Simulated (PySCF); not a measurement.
C3H7S, SMILES C[C](C)S, multiplicity 2.

The structure is a stationary point at B3LYP-D3(BJ)/def2-SVP. The isomer is the one that the SMILES or the coordinates give; other isomers of the formula were not compared. The values are those of a single conformer.

Computed with PBE/def2-TZVP (PySCF).

Isolated molecule, no solvent.

Question: Estimate the frontier levels, dipole moment and polarisability. (The exact figures need the calculation; the answer reports its results.)

Answer: 
The α spin, highest occupied and lowest empty level comes out as -3.61 and -0.55 eV, the β spin, highest occupied and lowest empty level is -6.41 and -2.09 eV and the dipole moment is 1.13 D. The quadrupole, principal values (traceless, Buckingham form, about the centre of nuclear charge) comes out as -3.27, -1.40, 4.67 D·Å. The mean static polarisability is 59.9 bohr³ (8.87 Å³). The polarisability, principal values is 45.6, 61.2, 72.8 bohr³ and the ⟨S²⟩ comes out as 0.754 (pure state 0.75).
